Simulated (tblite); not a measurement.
Input of a run (GFN2-xTB geometry optimisation, gas phase (tblite 0.8.0)), started from a force field or distance geometry:
```
{"job": {"kind": "relax", "xc": "GFN2-xTB", "basis": "xTB"}, "charge": 0, "multiplicity": 2}
O     -2.746800     0.007000     1.401400
C     -2.286000     0.980200     0.753500
O     -1.425200     0.844200    -0.310500
C     -1.082800    -0.475800    -0.726600
C     -0.407200    -1.223100     0.356900
N      0.856700    -1.271300     0.530100
C      1.687100    -0.554300    -0.366900
Si     2.043900     1.204900     0.225800
H     -2.539200     1.991500     1.065300
H     -0.561800    -0.353900    -1.655400
H     -2.077400    -0.990800    -0.911300
H     -1.023600    -1.786900     1.060900
H      2.697100    -1.045800    -0.255500
H      1.455700    -0.615300    -1.425000
H      2.216800     2.131300    -0.899800
H      3.185100     1.167100     1.145600
```

Output (eV, eV/Å):
```
step      E/eV     max force
  0    -688.69422    4.083
  1    -688.91611    4.836
  2    -689.06883    1.173
  3    -689.09953    0.531
  4    -689.13559    0.547
  5    -689.15007    0.599
  6    -689.15923    0.183
  7    -689.16465    0.247
  8    -689.17067    0.347
  9    -689.17624    0.284
 10    -689.18118    0.177
 11    -689.18504    0.152
 12    -689.18827    0.164
 13    -689.19114    0.149
 14    -689.19368    0.139
 15    -689.19584    0.141
 16    -689.19742    0.114
 17    -689.19841    0.096
 18    -689.19912    0.076
 19    -689.19980    0.071
 20    -689.20056    0.084
 21    -689.20147    0.104
 22    -689.20253    0.099
 23    -689.20363    0.085
 24    -689.20466    0.102
 25    -689.20570    0.116
 26    -689.20708    0.133
 27    -689.20916    0.138
 28    -689.21176    0.130
 29    -689.21413    0.137
 30    -689.21634    0.128
 31    -689.21854    0.143
 32    -689.22068    0.129
 33    -689.22268    0.255
 34    -689.22441    0.128
 35    -689.22635    0.153
 36    -689.22818    0.158
 37    -689.22967    0.084
 38    -689.23135    0.101
 39    -689.23315    0.156
 40    -689.23438    0.198
 41    -689.23648    0.101
 42    -689.23902    0.144
 43    -689.24109    0.130
 44    -689.24301    0.125
 45    -689.24474    0.158
 46    -689.24631    0.188
 47    -689.24752    0.092
 48    -689.24832    0.226
 49    -689.24948    0.088
 50    -689.25075    0.078
 51    -689.25265    0.091
 52    -689.25382    0.107
 53    -689.25553    0.133
 54    -689.25723    0.127
 55    -689.25846    0.220
 56    -689.25980    0.237
 57    -689.26123    0.132
 58    -689.26289    0.084
 59    -689.26397    0.099
 60    -689.26567    0.098
 61    -689.26709    0.090
 62    -689.26769    0.125
 63    -689.26895    0.104
 64    -689.26997    0.103
 65    -689.27352    0.257
 66    -689.27695    0.225
 67    -689.28019    0.193
 68    -689.27984    0.435
 69    -689.28609    0.128
 70    -689.28854    0.107
 71    -689.29063    0.375
 72    -689.29595    0.079
 73    -689.29847    0.113
 74    -689.29944    0.385
 75    -689.30566    0.113
 76    -689.30783    0.105
 77    -689.31015    0.236
 78    -689.31256    0.093
 79    -689.31392    0.077
 80    -689.31795    0.145
 81    -689.32058    0.146
 82    -689.32523    0.156
 83    -689.32923    0.145
 84    -689.33124    0.102
 85    -689.33236    0.138
 86    -689.33348    0.127
 87    -689.33439    0.112
 88    -689.33605    0.073
 89    -689.33758    0.068
 90    -689.33969    0.096
 91    -689.34182    0.145
 92    -689.34257    0.148
 93    -689.34418    0.130
 94    -689.34502    0.079
 95    -689.34599    0.105
 96    -689.34729    0.110
 97    -689.34834    0.089
 98    -689.34954    0.094
 99    -689.35058    0.086
100    -689.35139    0.060
101    -689.35208    0.055
102    -689.35274    0.053
103    -689.35320    0.101
104    -689.35364    0.059
105    -689.35405    0.049
106    -689.35477    0.050
107    -689.35532    0.055
108    -689.35635    0.095
109    -689.35745    0.148
110    -689.35889    0.208
111    -689.35990    0.118
112    -689.35986    0.457
113    -689.36265    0.081
114    -689.36372    0.062
115    -689.36579    0.210
116    -689.36670    0.067
117    -689.36727    0.051
118    -689.36836    0.116
119    -689.36932    0.105
120    -689.37121    0.114
121    -689.37283    0.360
122    -689.37378    0.196
123    -689.37497    0.093
124    -689.37571    0.140
125    -689.37651    0.138
126    -689.37812    0.087
127    -689.37930    0.100
128    -689.38108    0.083
129    -689.38182    0.320
130    -689.38306    0.092
131    -689.38368    0.064
132    -689.38435    0.132
133    -689.38465    0.142
134    -689.38518    0.129
135    -689.38559    0.102
136    -689.38615    0.069
137    -689.38663    0.041
138    -689.38706    0.049
139    -689.38752    0.058
140    -689.38797    0.139
141    -689.38870    0.063
142    -689.38947    0.066
143    -689.39018    0.046
144    -689.39050    0.048
145    -689.39079    0.044
146    -689.39112    0.040
147    -689.39134    0.037
148    -689.39166    0.028
149    -689.39192    0.035
150    -689.39204    0.024
151    -689.39213    0.024
152    -689.39226    0.032
153    -689.39244    0.041
154    -689.39277    0.065
155    -689.39318    0.070
156    -689.39362    0.062
157    -689.39398    0.036
158    -689.39423    0.042
159    -689.39447    0.045
160    -689.39479    0.052
161    -689.39517    0.054
162    -689.39555    0.077
163    -689.39605    0.057
164    -689.39658    0.057
165    -689.39748    0.082
166    -689.39778    0.072
167    -689.39825    0.051
168    -689.39844    0.028
169    -689.39855    0.026
170    -689.39861    0.022
171    -689.39865    0.018
172    -689.39868    0.013
173    -689.39870    0.012
174    -689.39872    0.013
175    -689.39875    0.013
176    -689.39880    0.014
177    -689.39888    0.019
178    -689.39902    0.028
179    -689.39925    0.035
180    -689.39959    0.049
181    -689.39993    0.054
182    -689.40018    0.061
183    -689.40041    0.032
184    -689.40051    0.048
185    -689.40058    0.022
186    -689.40062    0.012
187    -689.40064    0.010
```

**Question.** Summarise the run.

**Answer.** The energy falls by 16.3 kcal/mol over 187 L-BFGS steps, the largest force on an atom goes from 4.08 to 0.010 eV/Å, and the atoms move by 1.075 Å rms after alignment. The bond that changes most is O1=C2 (ends: oxygen bonded to C; carbon bonded to 2 O and H), which shortens by 0.062 Å. Bonds longer at the end by more than 0.005 Å: 6 of 15; shorter: 8. Among the angles that change most is N6–C7–Si8, from 112.5° to 98.8°. Among the dihedrals that turn most is H14–C7–Si8–H16, from -138° to 62°. The energy rose by more than 1e-5 eV at steps 68 and 112. The first step brought 31 % of the lowering.

**Question.** What are the final bond lengths?

**Answer.** O1=C2 1.195 Å, C2–O3 1.320 Å, O3–C4 1.440 Å, C4–C5 1.515 Å, C5=N6 1.264 Å, N6–C7 1.412 Å, C7–Si8 1.912 Å, C2–H9 1.105 Å, C4–H10 1.094 Å, C4–H11 1.092 Å, C5–H12 1.082 Å, C7–H13 1.090 Å, C7–H14 1.095 Å, Si8–H15 1.455 Å, Si8–H16 1.458 Å. Numbering counts from 1 in the input's order; the species is `O=COC/C=N\C[SiH2]` [radical].

The run took 1.1 s on an Arm Neoverse V2 with one thread, shared host with 192 logical CPUs at a one-minute load of 54.

Its GFN2-xTB frequencies are all real (lowest 18 cm⁻¹). 3 starts were optimised and ended at 0.00, 0.63 and 3.18 kcal/mol (GFN2-xTB); the lowest of these is shown.

One conformer stands for the species.

These are computed values.
